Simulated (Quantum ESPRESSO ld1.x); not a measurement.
The numbers below are computed, except where a source is named.
Question: All-electron atom: Cd IV in [Kr] 4d9 (the NIST ground configuration). Code: ld1.x of Quantum ESPRESSO 7.5. Model: Dirac Kohn-Sham, BLYP, spin-unpolarised, spherical densities, point nucleus; open shells fill j = l - 1/2 first. Some entries of the table are withheld. Estimate them.

| orbital | occ. | eigenvalue (eV) | <r> (bohr) | r(max) (bohr) |
|---|---|---|---|---|
| 1s1/2 | 2 | -26550.1 | 0.03039 | 0.01967 |
| 2s1/2 | 2 | -3971.33 | 0.1313 | 0.1113 |
| 2p1/2 | 2 | -3699.90 | 0.1112 | (1) |
| 2p3/2 | 4 | -3507.33 | 0.1164 | (2) |
| 3s1/2 | 2 | -769.170 | 0.3581 | 0.3240 |
| 3p1/2 | 2 | -660.410 | 0.3495 | 0.3104 |
| 3p3/2 | 4 | -626.023 | 0.3605 | 0.3204 |
| 3d3/2 | 4 | (3) | 0.3326 | (4) |
| 3d5/2 | 6 | (5) | 0.3362 | (6) |
| 4s1/2 | 2 | -141.179 | 0.8753 | 0.7944 |
| 4p1/2 | 2 | -106.127 | 0.9318 | 0.8267 |
| 4p3/2 | 4 | -100.189 | 0.9616 | 0.8513 |
| 4d3/2 | 4 | -46.1257 | 1.193 | 0.9620 |
| 4d5/2 | 5 | -45.3518 | 1.207 | 0.9719 |

Answer: 
(1) 2p1/2 r(max) (bohr): 0.08595
(2) 2p3/2 r(max) (bohr): 0.09030
(3) 3d3/2 eigenvalue (eV): -433.468
(4) 3d3/2 r(max) (bohr): 0.2640
(5) 3d5/2 eigenvalue (eV): -426.478
(6) 3d5/2 r(max) (bohr): 0.2669
